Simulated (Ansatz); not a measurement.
Relaxation of H$_{8}$OSi$_{3}$ (12 atoms, charge 0, multiplicity 1), to a largest force component of 0.02 eV/Å in at most 40 steps.

Method: RKS PBE0/STO-3G in Ansatz 0.2.0.

```xyz
12
Properties=species:S:1:pos:R:3:forces:R:3
Si 0.000 0.000 0.000 -0.09 0.07 0.13
Si 0.000 0.000 2.220 0.22 0.44 0.94
H -1.315 -0.407 2.707 0.53 0.45 0.14
H 1.010 -0.935 2.707 -0.37 0.31 0.05
H 0.305 1.342 2.707 -0.06 -0.44 0.02
H 1.377 0.000 -0.486 -0.34 0.03 -0.14
H -0.688 1.191 -0.486 0.20 -0.17 -0.11
O -0.791 -1.371 -0.559 -0.01 -0.46 -0.91
Si -1.673 -2.433 0.398 0.05 0.02 0.16
H -1.263 -2.287 1.792 -0.29 -0.47 -0.38
H -3.096 -2.132 0.276 0.23 -0.14 0.09
H -1.426 -3.804 -0.040 -0.07 0.36 0.01
```

Question: Where does it end, and by what steps?

Answer: It converged. The force dipped under the threshold on the way, but the program's further checks kept it going. Limits of this set-up: minimal basis. After 15 steps the energy has fallen by 0.386 eV; H7 moved furthest, 0.79 Å.

```json
{"step": "0", "energy less start (eV)": "0.0000", "largest force component (eV/Å)": "0.939", "accepted": "yes"}
{"step": "1", "energy less start (eV)": "-0.2145", "largest force component (eV/Å)": "0.489", "accepted": "yes"}
{"step": "2", "energy less start (eV)": "-0.2492", "largest force component (eV/Å)": "0.258", "accepted": "yes"}
{"step": "3", "energy less start (eV)": "-0.2820", "largest force component (eV/Å)": "0.159", "accepted": "yes"}
{"step": "4", "energy less start (eV)": "-0.3256", "largest force component (eV/Å)": "0.099", "accepted": "yes"}
{"step": "5", "energy less start (eV)": "-0.3466", "largest force component (eV/Å)": "0.377", "accepted": "yes"}
{"step": "6", "energy less start (eV)": "-0.3715", "largest force component (eV/Å)": "0.342", "accepted": "yes"}
{"step": "7", "energy less start (eV)": "-0.3791", "largest force component (eV/Å)": "0.144", "accepted": "yes"}
{"step": "8", "energy less start (eV)": "-0.3844", "largest force component (eV/Å)": "0.024", "accepted": "yes"}
{"step": "9", "energy less start (eV)": "-0.3851", "largest force component (eV/Å)": "0.006", "accepted": "yes"}
{"step": "10", "energy less start (eV)": "-0.3855", "largest force component (eV/Å)": "0.090", "accepted": "yes"}
{"step": "11", "energy less start (eV)": "-0.3858", "largest force component (eV/Å)": "0.032", "accepted": "yes"}
{"step": "12", "energy less start (eV)": "-0.3859", "largest force component (eV/Å)": "0.005", "accepted": "yes"}
{"step": "13", "energy less start (eV)": "-0.3860", "largest force component (eV/Å)": "0.010", "accepted": "yes"}
{"step": "14", "energy less start (eV)": "-0.3859", "largest force component (eV/Å)": "0.022", "accepted": "no"}
{"step": "15", "energy less start (eV)": "-0.3860", "largest force component (eV/Å)": "0.003", "accepted": "yes"}
```

```xyz
12
Properties=species:S:1:pos:R:3
Si -0.094 -0.143 0.164
Si 0.192 0.189 2.381
H -1.036 0.004 3.117
H 1.177 -0.709 2.935
H 0.643 1.540 2.618
H 1.071 0.329 -0.551
H -1.227 0.645 -0.290
O -0.269 -1.771 -0.318
Si -1.695 -2.546 0.189
H -1.781 -2.628 1.634
H -2.885 -1.865 -0.283
H -1.657 -3.880 -0.360
```

Run time: 33 s on 1 thread of Arm Neoverse V2, on a shared host, peak memory 0.11 GiB.
